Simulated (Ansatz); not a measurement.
`C[S][InH2]` + CH₃OH → `C[O][InH2]` + CH₃SH at 500 K and 1 bar (ligand exchange at the In–S bond).

Computed with Ansatz on PBE0-D4/def2-TZVP structures; ΔE is electronic, products minus reactants. CCSD(T)/CBS is the MP2 limit (def2-TZVPP, def2-QZVPP) plus CCSD(T) − MP2 in def2-TZVPP, frozen cores. This one scheme is used for every species. Elements past krypton have def2 core potentials. For In outer-core shells are correlated without core-valence functions, which leaves a few kJ/mol of doubt a bond.

| species | CCSD(T)/CBS energy (Eh) | H − E (kJ/mol) | S (J/(mol·K)) |
| --- | --- | --- | --- |
| `C[S][InH2]` | -628.65181 | 171.9 | 388.4 |
| CH₃OH | -115.61712 | 157.0 | 265.4 |
| `C[O][InH2]` | -306.01914 | 175.3 | 366.5 |
| CH₃SH | -438.22835 | 145.1 | 283.7 |

H − E and S are ideal-gas, rigid-rotor, harmonic terms from PBE0-D4/def2-TZVP. 1 Eh = 2625.50 kJ/mol, R = 8.31446 J/(mol·K).

Q: By hand: ΔE, ΔH, ΔS and ΔG.

A: ΔE = (-306.01914) + (-438.22835) − (-628.65181) − (-115.61712) = 0.02144 Eh = 56.3 kJ/mol. Δ(H − E) = 175.3 + 145.1 − 171.9 − 157.0 = -8.5, so ΔH = 47.8 kJ/mol. ΔS = 366.5 + 283.7 − 388.4 − 265.4 = -3.6 J/(mol·K). ΔG = 47.8 − 500 × (-3.6)/1000 = 49.6 kJ/mol.

Q: By hand: the equilibrium constant, and the temperature at which ΔG would vanish if ΔH and ΔS stayed fixed.

A: log₁₀ K = −ΔG/(RT ln 10) = -5.2. ΔH and −TΔS have one sign here, so there is no such temperature. One of them is within its doubt of zero, so this could turn.

The number of gas molecules stays the same, so ΔS is small and ΔH decides. A doubt of 5 kJ/mol in ΔE shifts log₁₀ K by 0.5 here. Modes under 60 cm⁻¹, often nearly free rotors, make the harmonic entropy too high. These are equilibria of isolated gas molecules and say nothing of rates. Largest T1 diagnostic: 0.017 (customary marks: 0.02 for closed shells, 0.045 for open ones).
